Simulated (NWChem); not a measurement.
## Extrapolating the UMP2 correlation energy of B2

```xyz
2

B      0.0000     0.0000     0.8128
B      0.0000     0.0000    -0.8128
```
Charge 0, spin multiplicity 3.

All runs are NWChem calculations. The geometry was optimised at UPBE0/def2-SVP, a minimum by its harmonic frequencies.

The correlated methods keep 2 core orbitals frozen. This spin state was chosen for the runs; another may lie lower. The structure started from a generated list of species. The unpaired electrons of the parent sit in orbitals of symmetry b2u and b3u (D2h labels of the run); other states weren't searched. No SCF solution was tested for a lower state. Open-shell Hartree-Fock references start from PBE0 orbitals; any time given for them includes that run.

Worked example. The UMP2 correlation energy is -160.05 mHa in cc-pVTZ and -167.74 mHa in cc-pVQZ. The form E(X) = E∞ + A/X³ turns the pair into an estimate of the basis-set limit.

E∞ = (4³·(-167.74) − 3³·(-160.05))/(4³ − 3³) = -173.3 mHa. The larger basis holds 97 % of that, at about 5 times the processor time of the smaller one. This is a two-point estimate.
